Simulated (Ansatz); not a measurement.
Ansatz (a program for electronic structure) input (r2SCAN/def2-TZVPD):

Ansatz 0.2 input:
```yaml
crystal:
  periodic: [false, false, false]
  atoms:
    - {symbol: C, position_ang: [-1.97382677, 0.22696237, 0.26162228]}
    - {symbol: C, position_ang: [-1.61087986, -1.08532423, 0.28718664]}
    - {symbol: O, position_ang: [-0.32541753, -1.29716267, 0.12051672]}
    - {symbol: C, position_ang: [0.24870522, -0.03160963, -0.03279016]}
    - {symbol: C, position_ang: [-0.74043031, 0.91008666, 0.05030731]}
    - {symbol: C, position_ang: [1.68065229, 0.02305711, -0.23530564]}
    - {symbol: O, position_ang: [2.29298358, 1.05845570, -0.38058643]}
    - {symbol: H, position_ang: [-2.95910483, 0.64047378, 0.37480889]}
    - {symbol: H, position_ang: [-0.58844774, 1.97354823, -0.03251414]}
    - {symbol: H, position_ang: [2.18170079, -0.96339996, -0.24785964]}
basis:
  gaussian:
    orbitals: def2-TZVPD
hamiltonian:
  xc: {name: r2SCAN}
magnetization: {spin_polarized: true, initial_magnetization: 1}
output: {forces: true}
```

Output:

```
Functional definition: r2SCAN
integrals: 0.25 GiB planned
1391 factors; their error is unknown
mean field: 2.35 GiB planned
mean field evaluation 1: about -9313.3075 eV, gradient 4.8e1 eV
mean field evaluation 2: about -9276.0268 eV, gradient 9.6e1 eV
mean field evaluation 4: about -9322.3114 eV, gradient 1.2e1 eV
mean field evaluation 8: about -9322.9987 eV, gradient 4.8e-1 eV
mean field evaluation 16: about -9322.9688 eV, gradient 2.4e-2 eV
mean field -9322.96881845 eV, -342.6127847427 hartree, gradient 5.0e-5 eV, S^2 0.768240; 0 other end points of the search recorded, 0 dependent functions left out
the calculation of the forces begins
reference -9322.96884055 eV, -342.6127855550 hartree; 25, 24 occupied and 267, 268 virtual orbitals, 1391 factors
Total energy: -9322.96884055 eV, -342.6127855550 hartree
Atom 0 at    -1.973827     0.226962     0.261622 Å, force     0.139488     0.156421    -0.028488 eV/Å
Atom 1 at    -1.610880    -1.085324     0.287187 Å, force     0.010231    -0.029975     0.000314 eV/Å
Atom 2 at    -0.325418    -1.297163     0.120517 Å, force     0.124189    -0.106344    -0.011123 eV/Å
Atom 3 at     0.248705    -0.031610    -0.032790 Å, force     0.129453    -0.048816    -0.015191 eV/Å
Atom 4 at    -0.740430     0.910087     0.050307 Å, force    -0.245376    -0.017703     0.035186 eV/Å
Atom 5 at     1.680652     0.023057    -0.235306 Å, force    -0.215781    -0.159088     0.039264 eV/Å
Atom 6 at     2.292984     1.058456    -0.380586 Å, force     0.070951     0.225114    -0.022930 eV/Å
Atom 7 at    -2.959105     0.640474     0.374809 Å, force    -0.061073     0.023459     0.007142 eV/Å
Atom 8 at    -0.588448     1.973548    -0.032514 Å, force     0.013775     0.073347    -0.006171 eV/Å
Atom 9 at     2.181701    -0.963400    -0.247860 Å, force     0.034144    -0.116417     0.001997 eV/Å
Dipole moment:    -0.564001    -0.138002     0.086518 e Å
```

It need not be the lowest isomer of its formula.
